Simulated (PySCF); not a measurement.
**NMR data sheet: C$_{7}$H$_{10}$NPSi**

```
Formula                               : C7H10NPSi
SMILES                                : [SiH3]c1cncpc1C1CC1
InChI                                 : InChI=1S/C7H10NPSi/c10-6-3-8-4-9-7(6)5-1-2-5/h3-5H,1-2H2,10H3
Point group of the computed structure : C1
Carbon signals                        : 6
Proton signals                        : 6
```

Molfile (atoms numbered from 1):
```
C7H10NPSi
     RDKit          3D

 20 21  0  0  0  0  0  0  0  0999 V2000
    1.5725    2.0120    0.0586 Si  0  0  0  0  0  4  0  0  0  0  0  0
    1.2378    0.1481   -0.0008 C   0  0  0  0  0  0  0  0  0  0  0  0
    2.3565   -0.6880   -0.0377 C   0  0  0  0  0  0  0  0  0  0  0  0
    2.3710   -2.0034   -0.0953 N   0  0  0  0  0  0  0  0  0  0  0  0
    1.2593   -2.6964   -0.1292 C   0  0  0  0  0  0  0  0  0  0  0  0
   -0.3784   -2.1130   -0.0928 P   0  0  0  0  0  0  0  0  0  0  0  0
   -0.0497   -0.3845   -0.0110 C   0  0  0  0  0  0  0  0  0  0  0  0
   -1.2260    0.5051    0.0471 C   0  0  0  0  0  0  0  0  0  0  0  0
   -2.4762    0.1480   -0.7173 C   0  0  0  0  0  0  0  0  0  0  0  0
   -2.4727    0.0576    0.7678 C   0  0  0  0  0  0  0  0  0  0  0  0
    1.0443    2.5700    1.3065 H   0  0  0  0  0  0  0  0  0  0  0  0
    0.9477    2.6658   -1.0950 H   0  0  0  0  0  0  0  0  0  0  0  0
    3.0202    2.2070    0.0061 H   0  0  0  0  0  0  0  0  0  0  0  0
    3.3434   -0.2405   -0.0170 H   0  0  0  0  0  0  0  0  0  0  0  0
    1.3943   -3.7736   -0.1840 H   0  0  0  0  0  0  0  0  0  0  0  0
   -0.9866    1.5593    0.1110 H   0  0  0  0  0  0  0  0  0  0  0  0
   -3.0262    0.9460   -1.1929 H   0  0  0  0  0  0  0  0  0  0  0  0
   -2.4601   -0.7745   -1.2815 H   0  0  0  0  0  0  0  0  0  0  0  0
   -3.0211    0.7920    1.3382 H   0  0  0  0  0  0  0  0  0  0  0  0
   -2.4552   -0.9265    1.2161 H   0  0  0  0  0  0  0  0  0  0  0  0
  1  2  1  0
  2  3  2  0
  3  4  1  0
  4  5  2  0
  5  6  1  0
  6  7  2  0
  7  8  1  0
  8  9  1  0
  9 10  1  0
  7  2  1  0
 10  8  1  0
  1 11  1  0
  1 12  1  0
  1 13  1  0
  3 14  1  0
  5 15  1  0
  8 16  1  0
  9 17  1  0
  9 18  1  0
 10 19  1  0
 10 20  1  0
M  END
```

Theoretical values (PySCF 2.14): GFN2-xTB geometry, NMR shieldings at PBE0/pcSseg-1/GIAO. One conformer, no relativistic terms, rapidly exchanging positions averaged, isolated molecule.

Referencing at the same level of theory: $^{1}$H, $^{13}$C, $^{29}$Si against TMS; $^{31}$P vs H3PO4; $^{15}$N against NH3.

| carbon | δC, type | δH (multiplicity) | HMBC from (2–3 bonds) | span of the C tensor (ppm) |
| --- | --- | --- | --- | --- |
| C2 | 128.1, C | – | H14, H11/H12/H13, H16 | 218 |
| C3 | 157.5, CH | 9.13 (m) | H15, H11/H12/H13 | 195 |
| C5 | 193.7, CH | 10.66 (m) | H14 | 328 |
| C7 | 210.7, C | – | H15, H14, H11/H12/H13, H16, H17/H19, H18/H20 | 357 |
| C8 | 27.7, CH | 2.05 (m) | H17/H19, H18/H20 | 90 |
| C9/C10 | 25.3, CH2 | H17 1.64 (m); H18 1.25 (m) | H16, H17/H19, H18/H20 | 83 |

Other nuclei:
| atoms | nucleus | environment | δ (ppm) | σ (ppm) |
| --- | --- | --- | --- | --- |
| H11/H12/H13 | $^{1}$H | hydrogen on a silicon bonded to C | 4.66 | 27.05 |
| P6 | $^{31}$P | phosphorus bonded to 2 C, in a 6-membered ring | 191.9 | 126.4 |
| Si1 | $^{29}$Si | silicon bonded to C, 3 H | -71.8 | 421.0 |
| N4 | $^{15}$N | pyridine-type ring nitrogen | 365.3 | -97.5 |

- δC 210.7, 128.1: substituted aromatic carbon.
- δC 193.7, 157.5: aromatic CH next to a ring nitrogen; the adjacent pyridine-type nitrogen withdraws density from it.
- δC 27.7, 25.3: three-membered-ring carbon; carbons of three-membered rings are unusually shielded.
- δH 10.66, 9.13: hydrogen on an aromatic CH next to a ring nitrogen; ring current plus the neighbouring ring nitrogen.
- δH 2.05, 1.64, 1.25: hydrogen on a three-membered-ring carbon.

Splittings by $^{31}$P in the carbon and heteronuclear signals aren't shown, as no couplings were computed. Shifts are as computed. Against solution values, carbons near 30 ppm lie about +3 ppm off and those near 130 ppm about +5 ppm. Of 1211 compounds with measured shifts, 218 miss one by over three times the rms of a fit or turn the order of signals round; such compounds aren't used in these exercises. Experimental scales use liquid or dissolved standards, which lie at an offset from isolated NH3 (liquid NH3: subtract about 20 ppm) and H3PO4. Unscaled 15N shifts of sp2 nitrogen come out 20 to 40 ppm too high even then. Multiplicities follow the n + 1 count of equivalent neighbours, as no J values were calculated; m marks all less simple cases, F and P coupling included.
